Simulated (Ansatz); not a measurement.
CH$_{3}$ClF$_{2}$Hf, SMILES `[CH3][Hf]([F])([F])[Cl]`, relaxed with RKS PBE0-D4/def2-TZVP in the Gaussian-basis code of Ansatz from a GFN2-xTB geometry. The force threshold is 0.005 eV/Å; the program also tests the step.

Total charge 0; spin multiplicity 1. Hf: def2 effective core potential.

Start:

```xyz
8

C     0.421    0.014   -1.215
Hf   -0.118   -0.243    0.900
F     0.142    1.513    1.535
F    -1.998   -0.313    0.784
Cl    0.203   -1.418    2.840
H     1.385    0.490   -1.427
H    -0.346    0.761   -1.483
H     0.311   -0.804   -1.934
```

Task: By how much does the energy fall, and how many steps does the optimiser take? (Estimate.)

Result: Computed: 65.39 kJ/mol, in 12 steps.

Task: Which bonds change most? (Estimate.)

Result: The calculation gave: Hf2–Cl5 from 2.291 to 2.347 Å; Hf2–F3 from 1.885 to 1.895 Å; Hf2–F4 from 1.885 to 1.895 Å; C1–H7 from 1.103 to 1.096 Å.

Task: Give the relaxed structure. (Best estimate.)

Result: Ansatz gave: 
```xyz
8

C     0.384    0.009   -1.095
Hf   -0.396    0.059    0.954
F    -0.029    1.804    1.593
F    -2.260   -0.247    0.793
Cl    0.724   -1.623    2.147
H     1.464    0.192   -1.109
H    -0.092    0.771   -1.722
H     0.205   -0.966   -1.561
```
